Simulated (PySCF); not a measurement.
A GIAO shielding run with PySCF 2.14.0 with density-fitted response routines (density fitting, non-relativistic, gas phase) on SMILES C=CS[SiH2]C#C[SiH3], C4H8SSi2:

```
$ OMP_NUM_THREADS=1 python probes_run.py task.json out

{"job": {"kind": "nmr", "xc": "PBE0", "basis": "pcSseg-1"}, "charge": 0, "multiplicity": 1}
C     -2.144585     0.529700    -0.785753
C     -2.511121    -0.736559    -0.689831
S     -1.946624    -1.940526     0.448031
Si    -0.628165    -0.894476     1.815290
C      0.813594    -0.230027     0.873111
C      1.727873     0.197598     0.202178
Si     3.129890     0.848484    -0.819033
H     -1.408934     0.977642    -0.140105
H     -2.576150     1.164063    -1.540846
H     -3.241437    -1.168528    -1.357791
H     -0.241434    -1.958755     2.728823
H     -1.382598     0.190890     2.437051
H      2.632672     1.079595    -2.176849
H      4.197743    -0.153170    -0.810935
H      3.574862     2.102059    -0.205253
```

Hardware: 1 thread of an Arm Neoverse V1, shared host. The job also computes population analyses, field gradients.

(1) How large is the calculation?

(2) How long does it take, and how much memory does it need?

## Answers

(1) 76 electrons, 180 basis functions and 1003 auxiliary functions.

(2) 56 s of wall time, with 14 SCF cycles and 5 response iterations; peak memory 0.8 GiB. Times on a shared host scatter by some tens of per cent.
